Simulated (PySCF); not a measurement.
Spin-rotation constants: `InChI=1S/C2H3NSe2/c3-1-5-2-4/h4H,2H2/p-1`, charge -1

Geometry:
```tsv
atom	x (Å)	y (Å)	z (Å)
N1	2.657	-1.223	0.685
C2	1.842	-0.807	-0.040
Se3	0.492	-0.122	-1.149
C4	-0.945	0.407	0.107
Se5	-2.291	1.099	-1.087
H6	-1.238	-0.497	0.660
H7	-0.513	1.148	0.796
```

Total charge -1.

Method: PySCF, GIAO BHandHLYP/aug-pcSseg-1 magnetisability, rotational g tensor and spin-rotation constants, non-relativistic, gas phase. Geometry: PBE0-D3(BJ)/def2-SVP.

The calculation is non-relativistic, which matters for the atoms heavier than Zn. For an ion the centre-of-mass motion in the field is neglected.

Problem. Give the nuclear spin-rotation constants along the inertial axes (H = +C I·J) beside the isotropic shieldings.

Solution. Rotational constants 9.7243, 0.7484, 0.6981 GHz. A star marks the isotopologue with that one atom substituted, in its own axes.
| atom | isotope | Caa (kHz) | Cbb (kHz) | Ccc (kHz) | mean (kHz) | σ (ppm) |
| --- | --- | --- | --- | --- | --- | --- |
| N1 | 14N | 0.734 | 0.148 | 0.167 | 0.350 | -59.5 |
| H6 | 1H | -0.866 | -0.022 | 0.020 | -0.290 | 26.8 |
| H7 | 1H | -0.866 | -0.022 | 0.020 | -0.289 | 26.8 |
| C2 | 13C* | 1.107 | 0.287 | 0.328 | 0.574 | 50.8 |
| Se3 | 77Se* | 9.197 | 1.462 | 0.993 | 3.884 | 1773.6 |
| C4 | 13C* | 1.474 | 0.122 | 0.193 | 0.596 | 133.9 |
| Se5 | 77Se* | 5.770 | 1.348 | 1.369 | 2.829 | 1776.2 |

For the geometry as given, no vibrational averaging.

Problem. How do the rotational constants and the g tensor change when H6, H7 are replaced by deuterium?

Solution. Constants 8.6014, 0.7466, 0.6931 GHz; g -0.0375, -0.0227, -0.0225, against -0.0425, -0.0228, -0.0226 before.
